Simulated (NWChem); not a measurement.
System: pentafluorosilicate (SiF₅ anion); SMILES F[Si-](F)(F)(F)F

NWChem printed, in part:

```
             Northwest Computational Chemistry Package (NWChem) 7.3.0
             --------------------------------------------------------

 D3H symmetry detected

                             Geometry "geometry" -> ""
                             -------------------------

 Output coordinates in angstroms (scale by  1.889725989 to convert to a.u.)

  No.       Tag          Charge          X              Y              Z
 ---- ---------------- ---------- -------------- -------------- --------------
    1 F                    9.0000     0.42983581    -1.60416906     0.00000000
    2 Si                  14.0000     0.00000000     0.00000000     0.00000000
    3 F                    9.0000    -0.00000000    -0.00000000     1.69529800
    4 F                    9.0000    -0.00000000    -0.00000000    -1.69529800
    5 F                    9.0000     1.17433326     1.17433326     0.00000000
    6 F                    9.0000    -1.60416906     0.42983581    -0.00000000

 Effective nuclear repulsion energy (a.u.)     364.8177263686

      Symmetry information
      --------------------

 Group name             D3h
 Group number             27
 Group order              12
 No. of unique centers     3

                                 NWChem DFT Module
                                 -----------------

 Summary of "ao basis" -> "ao basis" (spherical)
 ------------------------------------------------------------------------------
       Tag                 Description            Shells   Functions and Types
 ---------------- ------------------------------  ------  ---------------------
 F                          def2-svp                 6       14   3s2p1d
 Si                         def2-svp                 8       18   4s3p1d

      Symmetry analysis of basis
      --------------------------

        a1'        18
        a1"         1
        a2'         3
        a2"        12
        e'         36
        e"         18

  Rotation of axis

            General Information
            -------------------
          SCF calculation type: DFT
          Wavefunction type:  closed shell.
          No. of atoms     :     6
          No. of electrons :    60
           Alpha electrons :    30
            Beta electrons :    30
          Charge           :    -1
          Spin multiplicity:     1
          Use of symmetry is: on ; symmetry adaption is: on
          Maximum number of iterations: 150
          AO basis - number of functions:    88
                     number of shells:    38
          Convergence on energy requested:  1.00D-06
          Convergence on density requested:  1.00D-05
          Convergence on gradient requested:  5.00D-04

              XC Information
              --------------
                         B3LYP Method XC Potential
                     Hartree-Fock (Exact) Exchange  0.200
                        Slater Exchange Functional  0.800 local
                    Becke 1988 Exchange Functional  0.720 non-local
              Lee-Yang-Parr Correlation Functional  0.810
                  VWN I RPA Correlation Functional  0.190 local

             Grid Information
             ----------------
          Grid used for XC integration:  medium
          Radial quadrature: Mura-Knowles
          Angular quadrature: Lebedev.
          Tag              B.-S. Rad. Rad. Pts. Rad. Cut. Ang. Pts.
          ---              ---------- --------- --------- ---------
          F                   0.50       49           8.0       434
          Si                  1.10       88           6.0       590
          Grid pruning is: on
          Number of quadrature shells:   186
          Spatial weights used:  Erf1

      Superposition of Atomic Density Guess
      -------------------------------------

 Sum of atomic energies:        -785.20110117

 Renormalizing density from      59.00 to     60

      Non-variational initial energy
      ------------------------------

 Total energy =    -793.567365
 1-e energy   =   -1854.395769
 2-e energy   =     696.010678
 HOMO         =      -0.279894
 LUMO         =       0.364573

      Symmetry analysis of molecular orbitals - initial
      -------------------------------------------------

  Numbering of irreducible representations:

     1 a1'         2 a1"         3 a2'         4 a2"         5 e'
     6 e"

  Orbital symmetries:

     1 a1'         2 a1'         3 e'          4 e'          5 a2"
     6 a1'         7 a1'         8 a2"         9 e'         10 e'
    11 a1'        12 e'         13 e'         14 a2"        15 a1'
    16 a1'        17 a2"        18 e'         19 e'         20 e"
    21 e"         22 e'         23 e'         24 a1'        25 a2'
    26 e'         27 e'         28 a2"        29 e"         30 e"
    31 a1'        32 e'         33 e'         34 a2"        35 a1'
    36 e'         37 e'         38 a2"        39 e"         40 e"

     ---------------------------------------------
      Total Density - Mulliken Population Analysis
     ---------------------------------------------

    Atom       Charge   Shell Charges
 -----------   ------   -------------------------------------------------------
    1 F    9     9.63   1.99  1.10  0.82  3.38  2.33  0.00
    2 Si  14    11.78   2.00  1.98  0.55  0.05  5.90  0.60  0.36  0.35
    3 F    9     9.67   1.99  1.11  0.82  3.40  2.34  0.00
    4 F    9     9.67   1.99  1.11  0.82  3.40  2.34  0.00
    5 F    9     9.63   1.99  1.10  0.82  3.38  2.33  0.00
    6 F    9     9.63   1.99  1.10  0.82  3.38  2.33  0.00

   convergence    iter        energy       DeltaE   RMS-Dens  Diis-err
 ---------------- ----- ----------------- --------- --------- ---------
 d= 0,ls=0.0,diis     1   -788.4554179101 -1.15D+03  1.91D-02  1.14D+00
 d= 0,ls=0.0,diis     2   -788.5067344933 -5.13D-02  8.19D-03  8.97D-01
 d= 0,ls=0.0,diis     3   -788.5836792808 -7.69D-02  1.31D-03  6.87D-02
 d= 0,ls=0.0,diis     4   -788.5886710756 -4.99D-03  1.74D-04  1.38D-03
 d= 0,ls=0.0,diis     5   -788.5887705421 -9.95D-05  3.08D-05  3.18D-05
  Resetting Diis
 d= 0,ls=0.0,diis     6   -788.5887729066 -2.36D-06  6.21D-06  1.18D-06
 d= 0,ls=0.0,diis     7   -788.5887730013 -9.47D-08  1.17D-06  6.61D-09

         Total DFT energy =     -788.588773001291
      One electron energy =    -1840.051000631995
           Coulomb energy =      760.463533447619
    Exchange-Corr. energy =      -73.819032185524
 Nuclear repulsion energy =      364.817726368608

 Numeric. integr. density =       59.999997652666

                  Occupations of the irreducible representations
                  ----------------------------------------------

                     irrep           alpha         beta
                     --------     --------     --------
                     a1'               8.0          8.0
                     a1"               0.0          0.0
                     a2'               1.0          1.0
                     a2"               5.0          5.0
                     e'               12.0         12.0
                     e"                4.0          4.0

                       DFT Final Molecular Orbital Analysis
                       ------------------------------------

 Vector   28  Occ=2.000000D+00  E=-1.645284D-01  Symmetry=e'
              MO Center=  2.6D-03,  3.4D-04,  1.2D-13, r^2= 3.3D+00
   Bfn.  Coefficient  Atom+Function         Bfn.  Coefficient  Atom+Function
  ----- ------------  ---------------      ----- ------------  ---------------
    36      0.392923  3 F  px                50      0.392923  4 F  px
    39     -0.281000  3 F  px                53     -0.281000  4 F  px
    37     -0.192885  3 F  py                51     -0.192885  4 F  py
    78      0.145224  6 F  px                40      0.137943  3 F  py
    54      0.137943  4 F  py                65      0.132770  5 F  py

 Vector   29  Occ=2.000000D+00  E=-1.474390D-01  Symmetry=e"
              MO Center=  2.4D-01,  1.6D-01, -8.2D-14, r^2= 3.2D+00
   Bfn.  Coefficient  Atom+Function         Bfn.  Coefficient  Atom+Function
  ----- ------------  ---------------      ----- ------------  ---------------
    66      0.342255  5 F  pz                37     -0.302477  3 F  py
    51      0.302477  4 F  py                36     -0.244320  3 F  px
    50      0.244320  4 F  px                69     -0.236559  5 F  pz
    40      0.214587  3 F  py                54     -0.214587  4 F  py
     6     -0.202652  1 F  pz                39      0.173329  3 F  px

 Vector   30  Occ=2.000000D+00  E=-1.474390D-01  Symmetry=e"
              MO Center= -2.4D-01, -1.6D-01, -6.2D-14, r^2= 3.2D+00
   Bfn.  Coefficient  Atom+Function         Bfn.  Coefficient  Atom+Function
  ----- ------------  ---------------      ----- ------------  ---------------
    80      0.314602  6 F  pz                36      0.302477  3 F  px
    50     -0.302477  4 F  px                 6     -0.278200  1 F  pz
    37     -0.244320  3 F  py                51      0.244320  4 F  py
    83     -0.217446  6 F  pz                39     -0.214587  3 F  px
    53      0.214587  4 F  px                 9      0.192286  1 F  pz

[...]

                         DFT ENERGY GRADIENTS

    atom               coordinates                        gradient
                 x          y          z           x          y          z
   1 F       0.812272  -3.031440   0.000000    0.001161  -0.004332   0.000000
   2 Si      0.000000   0.000000   0.000000    0.000000   0.000000   0.000000
   3 F      -0.000000  -0.000000   3.203649    0.000000   0.000000   0.007863
   4 F      -0.000000  -0.000000  -3.203649    0.000000   0.000000  -0.007863
   5 F       2.219168   2.219168   0.000000    0.003171   0.003171   0.000000
   6 F      -3.031440   0.812272  -0.000000   -0.004332   0.001161  -0.000000
```

Level: B3LYP/def2-SVP. Sets without diffuse functions describe the anion's extra electron poorly. Geometry: optimised at B3LYP/def2-SVPD.

Task: Which NWChem input produces such a log?

Result: This is not unique; one that fits is the input that was run:
```
start job
memory heap 200 mb stack 900 mb global 1100 mb
charge -1
geometry units angstroms noautoz
  F     -1.424172    -0.200892    -0.827737
  Si    -0.000000     0.000000     0.002628
  F     -0.236789     1.678680     0.002614
  F      0.236795    -1.678679     0.002614
  F     -0.000004    -0.000001     1.663382
  F      1.424170     0.200891    -0.827740
end
basis spherical
  * library def2-svp
end
dft
  xc b3lyp
  iterations 150
  mulliken
end
task dft gradient
```
